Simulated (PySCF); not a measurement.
**Tl (thallium, neutral) across methods**

[Xe] 4f14 5d10 6s2 6p1, 2P determinant. Calculation: PySCF 2.14, in x2c-TZVPPall with one added diffuse shell each of s, p, d, f type (12s8p7d4f, 99 functions); scalar relativity by spin-free X2C-1e.

```csv
method,E (hartree),mean ε 6s α (eV),mean ε 6s β (eV),mean ε 6p α (eV),Σ⟨r²⟩ (bohr²),⟨S²⟩
r2SCAN,-20249.49,-9.978,-9.421,-2.905,70.02,0.754
PBE,-20249.49,-9.691,-9.256,-2.689,70.99,0.751
LDA,-20237.24,-9.973,-9.598,-2.759,70.47,0.751
r2SCANh,-20249.39,-10.370,-9.748,-3.182,69.94,0.754
PBE0,-20249.23,-10.706,-10.050,-3.428,70.43,0.752
UHF,-20243.51577,-12.916,-11.559,-5.225,71.38,0.759
HSE06,-20248.97,-10.311,-9.707,-3.058,70.59,0.752
wB97X,-20250.53,-12.926,-12.300,-5.068,70.18,0.752
```

Spin-orbit coupling, absent here, splits the open shell strongly.
